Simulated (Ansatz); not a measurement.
Cost and result up the ladder for Te₄Pt (5 atoms). The state is a singlet with charge 0. Geometry: B3LYP-D4/def2-SVP.

```
atom   x (Å)   y (Å)   z (Å)
 Pt1  -1.403  -0.028   0.134
 Te2   2.000  -1.172   0.375
 Te3   0.663   1.024  -0.894
 Te4  -0.825   2.537   0.851
 Te5  -0.435  -2.360  -0.466
```

Ansatz on 4 threads of Arm Neoverse V1 on a shared host. Times are rough, and most runs start from the orbitals of an earlier one. No level here is sound enough to serve as a yardstick. Binding counts from free atoms at the same level (Pt triplet, Te triplet; other spins of the atoms weren't run), without zero-point energy or a counterpoise term.

In the def2 sets Pt, Te take a core potential; there is no spin–orbit coupling. LC-ωPBE has ω = 0.4 bohr⁻¹. No other spin state of charge 0 was run. Another isomer (singlet) lies 0.08 eV lower at PBE0-D4/def2-TZVP; other spin states weren't run for this one.

Run but left out: BHLYP-D4/def2-TZVP (restricted singlet, unstable in another Hartree–Fock run and untested here); HF/def2-TZVP, MP2/def2-TZVP, CCSD(T)/def2-SVP (restricted singlet, unstable towards broken spin symmetry).

| level | functions | wall time |
| --- | --- | --- |
| PBE-D4/def2-SVP | 136 | 2.4 s |
| PBE0-D4/def2-SVP | 136 | 4.2 s |
| PBE-D4/def2-TZVP (with forces) | 240 | 4.9 s |
| LC-ωPBE/def2-TZVP | 240 | 7.5 s |
| r2SCAN-D4/def2-TZVP | 240 | 9 s |
| PBE0-D4/def2-TZVP | 240 | 11 s |

(1) Estimate what each level gives for the binding energy per atom (eV).

Results:

(1) 
| level | binding energy per atom (eV) | remarks |
| --- | --- | --- |
| PBE-D4/def2-SVP | 2.49 | restricted SCF unstable in HF |
| PBE0-D4/def2-SVP | 2.20 | restricted SCF unstable in HF |
| PBE-D4/def2-TZVP (with forces) | 2.59 | restricted SCF unstable in HF |
| LC-ωPBE/def2-TZVP | 1.93 | restricted SCF unstable in HF |
| r2SCAN-D4/def2-TZVP | 2.36 | restricted SCF unstable in HF |
| PBE0-D4/def2-TZVP | 2.32 | restricted SCF unstable in HF |
